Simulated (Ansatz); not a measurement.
A nudged elastic band was laid between two geometries of C2H6GeS (10 atoms, charge 0, multiplicity 1).

Method: RKS r2SCAN/def2-SVP (Ansatz).

```yaml
movable_images: 7
climbing_image: yes
spring: 5.0 eV/Å²
optimiser: quadratic models (default)
start_path: through a guess of the saddle point
force_threshold: 0.05 eV/Å
iteration_limit: 59
end_points: relaxed
```

Initial state:

```xyz
10
Properties=species:S:1:pos:R:3
C -0.753 0.297 -1.143
C -0.386 -0.463 0.108
S 1.055 -1.662 -0.043
Ge 1.052 0.110 1.275
H -1.183 -0.381 -1.900
H -1.505 1.072 -0.919
H 0.124 0.784 -1.595
H -1.238 -0.934 0.618
H 0.994 -0.155 2.778
H 1.924 1.281 0.826
```

Final state:

```xyz
10
Properties=species:S:1:pos:R:3
C -0.759 0.331 -1.130
C -0.463 -0.353 0.183
S 0.678 -1.846 0.102
Ge 1.150 0.015 1.194
H 0.163 0.566 -1.682
H -1.377 -0.315 -1.777
H -1.314 1.270 -0.962
H -1.353 -0.570 0.791
H 1.154 -0.071 2.719
H 2.204 0.922 0.563
```

**Question.** Which bonds break or form, and what moves?

**Answer.** No bond is made or broken. The dihedral H7–C1–C2–Ge4 goes from 32 to -89°. The two ends are copies of one structure, up to a mirror image or an exchange of like atoms.

**Question.** Give the energies along the band, and the barrier.

**Answer.** The forces met the threshold. The highest image is number 6 of 0 to 8, 0.148 eV above the ends, which have the same energy within 2 meV. The profile has 2 maxima (images 2, 6) with wells between them (image 4): this band takes more than one step, which may be the mechanism or a detour left from its start path. A vibrational analysis at the climbing image gives one clearly imaginary mode, 248i cm⁻¹: a first-order saddle point.

| image | path coordinate (Å) | energy (eV) | dihedral H7–C1–C2–Ge4 (°) |
| --- | --- | --- | --- |
| 0 | 0.00 | 0.000 | 32 |
| 1 | 0.83 | 0.074 | 62 |
| 2 | 1.66 | 0.148 | 92 |
| 3 | 2.50 | 0.074 | 122 |
| 4 | 3.33 | 0.000 | 151 |
| 5 | 4.16 | 0.074 | -179 |
| 6 | 4.99 | 0.148 | -149 |
| 7 | 5.82 | 0.074 | -119 |
| 8 | 6.65 | 0.000 | -89 |

**Question.** What is the geometry of the highest image?

**Answer.** 
```xyz
10
Properties=species:S:1:pos:R:3:forces:R:3
C -0.738 0.318 -1.166 -0.02 0.00 0.02
C -0.395 -0.446 0.109 0.01 -0.01 -0.01
S 1.000 -1.707 0.003 0.00 -0.01 0.01
Ge 1.049 0.076 1.296 0.00 0.00 0.00
H -0.480 1.386 -1.104 0.01 0.02 -0.01
H -0.203 -0.099 -2.031 0.01 0.00 -0.01
H -1.817 0.252 -1.375 0.00 0.00 0.00
H -1.260 -0.884 0.624 -0.01 0.00 0.00
H 0.958 -0.157 2.803 0.00 -0.01 0.00
H 1.969 1.208 0.843 0.00 0.01 0.00
```

The run took 4.7 min on 2 threads of Intel(R) Xeon(R) Platinum 8488C (Sapphire Rapids), with other jobs on the host, peak memory 0.19 GiB.
